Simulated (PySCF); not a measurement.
Mg(tBu)(OMe), SMILES C[O][Mg][C](C)(C)C (C5H12MgO), singlet, GFN2-xTB optimised geometry.

```
19

Mg    -0.52    -0.65     0.00
C      1.57    -0.65     0.00
C      2.04     0.14     1.21
C      2.06    -2.09     0.07
C      2.05     0.02    -1.27
H      3.13     0.22     1.20
H      1.74    -0.35     2.14
H      1.62     1.14     1.19
H      1.72    -2.58     0.98
H      1.73    -2.67    -0.79
H      3.16    -2.10     0.07
H      1.75    -0.55    -2.16
H      1.63     1.02    -1.35
H      3.14     0.10    -1.27
O     -1.40     0.81     0.00
C     -2.08     2.01     0.00
H     -1.72     2.67    -0.80
H     -3.16     1.84    -0.15
H     -1.95     2.53     0.96
```

Density from PySCF with PBE0/def2-SVP at that geometry.

Minimum of the electron density along straight lines between bonded atoms, close to the bond critical point (lines longer than 1.1 times the sum of covalent radii, or with two minima, are not listed):

```csv
bond,length / Å,ρ at the minimum / e bohr⁻³,∇²ρ there / e bohr⁻⁵,position (fraction from the first atom)
Mg1–C2,2.087,(withheld),0.25,0.42
C2–C3,1.516,0.246,-0.55,0.49
C2–C4,1.519,0.245,-0.55,0.49
C2–C5,1.517,0.245,-0.55,0.49
C3–H6,1.095,0.270,-0.96,0.62
C3–H7,1.091,0.273,-0.97,0.62
C3–H8,1.090,0.275,-1.00,0.62
C4–H9,1.090,0.274,-0.98,0.62
C4–H10,1.090,0.274,-0.98,0.62
C4–H11,1.097,0.270,-0.95,0.62
C5–H12,1.091,0.273,-0.97,0.62
C5–H13,1.091,0.275,-1.00,0.62
C5–H14,1.095,0.270,-0.96,0.62
Mg1–O15,1.706,(withheld),(withheld),0.45
O15–C16,1.381,0.271,-0.35,0.66
C16–H17,1.099,0.276,-1.01,0.62
C16–H18,1.099,0.276,-1.01,0.62
C16–H19,1.099,0.276,-1.01,0.62
```

**Question.** Some entries are withheld; supply them.

**Answer.** 
- Mg1–C2, ρ at the minimum / e bohr⁻³: 0.055
- Mg1–O15, ρ at the minimum / e bohr⁻³: 0.084
- Mg1–O15, ∇²ρ there / e bohr⁻⁵: 0.93
